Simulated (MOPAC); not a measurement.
Input for MOPAC: PM3 on H3ISi (SMILES [SiH3]I), a point of a bond scan (R = 5.656 Å).

```
PM3 1SCF PRECISE CHARGE=0 THREADS=1
H3ISi

Si    -1.84126013 1     0.04895944 1     0.01805362 1
I      3.81251801 1    -0.10137555 1    -0.03738188 1
H     -2.27291161 1     1.42565033 1    -0.29297882 1
H     -2.30384190 1    -0.34792819 1     1.36224122 1
H     -2.34153163 1    -0.89376368 1    -1.00142836 1
```

Program output:

```
*******************************************************************************
 **                                                                           **
 **                              MOPAC v23.2.5                                **
 **                                                                           **
 *******************************************************************************
 ** MOPAC's Digital Object Identifier: https://doi.org/10.5281/zenodo.6511958 **
 **                                                                           **
 ** Please cite the open-source release paper for use of this MOPAC version:  **
 ** J. E. Moussa and J. J. P. Stewart (2026)                                  **
 ** MOPAC: An open-source semiempirical molecular orbital program             **
 ** J. Open Source Softw., 11(119), 8025, https://doi.org/10.21105/joss.08025 **
 *******************************************************************************

                              PM3 CALCULATION RESULTS

 *******************************************************************************
 *  PM3        - The PM3 Hamiltonian to be used
 *
 *
 *
 *                 CHARGE ON SYSTEM = 0
 *
 *
 *
 *  PRECISE    - TIGHTER CRITERIA TO BE USED
 *  1SCF       - DO 1 SCF AND THEN STOP
 *  THREADS=1  - MULTI-THREADING NOT USED
 *  T=         - A TIME OF 172800.0 SECONDS REQUESTED
 *  DUMP=N     - RESTART FILE WRITTEN EVERY 7200.0 SECONDS REQUESTED
 *******************************************************************************
PM3 1SCF PRECISE CHARGE=0 THREADS=1
 H3ISi

   ATOM   CHEMICAL          X               Y               Z
  NUMBER   SYMBOL      (ANGSTROMS)     (ANGSTROMS)     (ANGSTROMS)

     1      Si         -1.84126013  *   0.04895944  *   0.01805362  *
     2       I          3.81251801  *  -0.10137555  *  -0.03738188  *
     3       H         -2.27291161  *   1.42565033  *  -0.29297882  *
     4       H         -2.30384190  *  -0.34792819  *   1.36224122  *
     5       H         -2.34153163  *  -0.89376368  *  -1.00142836  *



          CARTESIAN COORDINATES

    NO.       ATOM           X           Y           Z

     1        Si         -1.8413      0.0490      0.0181
     2         I          3.8125     -0.1014     -0.0374
     3         H         -2.2729      1.4257     -0.2930
     4         H         -2.3038     -0.3479      1.3622
     5         H         -2.3415     -0.8938     -1.0014

  H: (PM3): J. J. P. STEWART, J. COMP. CHEM. 10, 209 (1989).
 Si: (PM3): J. J. P. STEWART, J. COMP. CHEM. 10, 209 (1989).
  I: (PM3): J. J. P. STEWART, J. COMP. CHEM. 10, 209 (1989).

           Empirical Formula: H3 Si I  =     5 atoms



      MOLECULAR POINT GROUP   :   C3v


      RHF CALCULATION, NO. OF DOUBLY OCCUPIED LEVELS = 7



 ALL CONVERGERS ARE NOW FORCED ON
 SHIFT=10, PULAY ON, CAMP-KING ON
 AND ITERATION COUNTER RESET



 -------------------------------------------------------------------------------
 PM3 1SCF PRECISE CHARGE=0 THREADS=1
 H3ISi



     1SCF WAS SPECIFIED, SO BFGS WAS NOT USED
     SCF FIELD WAS ACHIEVED


                              PM3 CALCULATION
                                                       MOPAC v23.2.5 Linux




          FINAL HEAT OF FORMATION =         73.36593 KCAL/MOL =     306.96304 KJ/MOL


          COSMO AREA              =        144.85 SQUARE ANGSTROMS
          COSMO VOLUME            =        123.78 CUBIC ANGSTROMS

          IONIZATION POTENTIAL    =          7.041600 EV
          HOMO LUMO ENERGIES (EV) =         -7.042 -4.361
          NO. OF FILLED LEVELS    =          7
          MOLECULAR WEIGHT        =        158.0137         POINT GROUP:  C3v

          MOLECULAR DIMENSIONS (Angstroms)

            Atom       Atom       Distance
            H     4    I     2     6.27930
            H     3    H     5     2.42617
            I     2    H     5     2.04818


          SCF CALCULATIONS        =          1





   ATOM   CHEMICAL          X               Y               Z
  NUMBER   SYMBOL      (ANGSTROMS)     (ANGSTROMS)     (ANGSTROMS)

     1      Si         -1.84126013  *   0.04895944  *   0.01805362  *
     2       I          3.81251801  *  -0.10137555  *  -0.03738188  *
     3       H         -2.27291161  *   1.42565033  *  -0.29297882  *
     4       H         -2.30384190  *  -0.34792819  *   1.36224122  *
     5       H         -2.34153163  *  -0.89376368  *  -1.00142836  *

                             CARTESIAN COORDINATES

   1   Si       -1.841260130     0.048959440     0.018053620
   2    I        3.812518010    -0.101375550    -0.037381880
   3    H       -2.272911610     1.425650330    -0.292978820
   4    H       -2.303841900    -0.347928190     1.362241220
   5    H       -2.341531630    -0.893763680    -1.001428360


           Empirical Formula: H3 Si I  =     5 atoms



      MOLECULAR POINT GROUP   :   C3v


                  EIGENVALUES
 -16.78776 -13.85478 -13.83155 -13.83155 -12.73805 -12.73804  -7.04160  -4.36073
  -0.01212   1.38719   1.38719


              NET ATOMIC CHARGES AND DIPOLE CONTRIBUTIONS

  ATOM NO.   TYPE          CHARGE      No. of ELECS.   s-Pop       p-Pop
    1         Si           0.711361        3.2886     1.05356     2.23508
    2          I          -0.336903        7.3369     1.33694     5.99996
    3          H          -0.124819        1.1248     1.12482
    4          H          -0.124819        1.1248     1.12482
    5          H          -0.124819        1.1248     1.12482
 DIPOLE           X         Y         Z       TOTAL
 POINT-CHG.    -8.313     0.221     0.082     8.316
 HYBRID        -0.223     0.006     0.002     0.223
 SUM           -8.536     0.227     0.084     8.540


          ATOMIC ORBITAL ELECTRON POPULATIONS

     Atom    s        px        py        pz
    1 Si   1.05356   0.54319   0.84585   0.84604
    2  I   1.33694   1.99996   2.00000   2.00000
    3  H   1.12482
    4  H   1.12482
    5  H   1.12482

 **********************
 *                    *
 * JOB ENDED NORMALLY *
 *                    *
 **********************




 == MOPAC DONE ==
```

The run finished.

Cost: roughly 0.06 core-seconds.
